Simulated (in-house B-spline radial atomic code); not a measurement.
## Ionising Ge II (Ge+) with different functionals

Computed with an all-electron radial atomic-structure program (B-spline basis): non-relativistic Hamiltonian, point nucleus, spin-polarised at highest spin, spherical fractional occupations for the functionals, the average over the highest-spin determinants for Hartree-Fock. The ionisation energy is the difference of two self-consistent energies, [Ar] 3d10 4s2 4p1 → [Ar] 3d10 4s2, without Breit or QED terms; ε is the level of the shell that loses the electron (its least bound occupied spin orbital). There is no spin-orbit coupling in this Hamiltonian.

Hybrids are left out here: with spherical fractional occupations of an open shell their exact exchange keeps a self-interaction that integer-occupation calculations don't have.

```
           method          rung  ΔSCF (eV)  -ε(4p) (eV)
     Hartree-Fock  Hartree-Fock      15.16        15.37
         LDA VWN5           LDA      15.92        11.84
         LDA PW92           LDA      15.92        11.83
LDA exchange-only           LDA      14.87        10.90
              PBE           GGA      15.70        11.69
           PBEsol           GGA      15.72        11.71
             BLYP           GGA      15.65        11.54
             RPBE           GGA      15.62        11.65
             PW91           GGA      15.78        11.76
             BP86           GGA      15.85        11.82
             AM05           GGA      15.67        11.66
             OLYP           GGA      15.46        11.50
             TPSS      meta-GGA      15.64        11.71
             SCAN      meta-GGA      15.71        11.83
           r2SCAN      meta-GGA      15.70        11.84
            M06-L      meta-GGA      15.38        11.39
          revTPSS      meta-GGA      15.63        11.71
```

(1) How do they compare with the NIST value?

Answers

(1) NIST lists 15.935 eV (measured, ground level to ground level). Errors run from -1.06 to -0.01 eV; LDA VWN5 is closest (-0.01 eV), but part of that can be cancellation, since the calculations leave out relativity, Breit-QED terms, multiplet and fine-structure energies. Hartree-Fock also lacks correlation.
